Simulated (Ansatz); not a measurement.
# A ladder of methods for BClF2 (chlorodifluoroborane)

The species is BClF2 (4 atoms), meant as a singlet with charge 0. As SMILES, `FB(F)Cl`. The coordinates come from a PBE0-D4/def2-TZVP relaxation.

```xyz
4

F    -0.1737   -1.2543   -0.5463
B    -0.0671   -0.0413   -0.0620
F    -1.0116    0.8301   -0.3177
Cl    1.3079    0.4053    0.9057
```

Quantity: the energy change with the F1–B2 bond stretched from 1.310 to 1.638 Å, in eV. The values are calculated.

```json
{"level": "SVWN5/STO-3G (restricted)", "kind": "LDA", "program": "Ansatz", "value (eV)": "1.62", "less FCI/STO-3G": "+0.09", "CPU time (all runs)": "1.7 s"}
{"level": "BLYP/STO-3G (restricted)", "kind": "GGA", "program": "Ansatz", "value (eV)": "1.31", "less FCI/STO-3G": "-0.22", "CPU time (all runs)": "2.5 s"}
{"level": "PBE/STO-3G (restricted)", "kind": "GGA", "program": "Ansatz", "value (eV)": "1.39", "less FCI/STO-3G": "-0.14", "CPU time (all runs)": "2.5 s"}
{"level": "revPBE/STO-3G (restricted)", "kind": "GGA", "program": "Ansatz", "value (eV)": "1.31", "less FCI/STO-3G": "-0.22", "CPU time (all runs)": "2.5 s"}
{"level": "PBE0/STO-3G (restricted)", "kind": "global hybrid", "program": "Ansatz", "value (eV)": "1.65", "less FCI/STO-3G": "+0.12", "CPU time (all runs)": "2.5 s"}
{"level": "CAM-B3LYP/STO-3G (restricted)", "kind": "range-separated hybrid", "program": "Ansatz", "value (eV)": "1.69", "less FCI/STO-3G": "+0.16", "CPU time (all runs)": "2.8 s"}
{"level": "BCCD(T)/STO-3G (restricted)", "kind": "coupled cluster or CI", "program": "Ansatz", "value (eV)": "1.57", "less FCI/STO-3G": "+0.04", "CPU time (all runs)": "0.56 s"}
{"level": "CCSD(T)/STO-3G (restricted)", "kind": "coupled cluster or CI", "program": "Ansatz", "value (eV)": "1.56", "less FCI/STO-3G": "+0.03", "CPU time (all runs)": "0.5 s"}
{"level": "FCI/STO-3G", "kind": "exact in the basis", "program": "Ansatz", "value (eV)": "1.53", "less FCI/STO-3G": "0.00", "CPU time (all runs)": "25 s"}
```

FCI/STO-3G is exact within its basis and frozen core, so for wave-function methods in that basis the difference is their error; functionals converge differently with the basis, so for them it is only a difference. The first shape isn't each level's own minimum. The values span 1.31 to 1.69 eV. All rows use very small basis sets, so even the best lies far from the true value. Times are those of the runs behind each value, whatever else they computed, on shared processors of several kinds: orders of magnitude only.
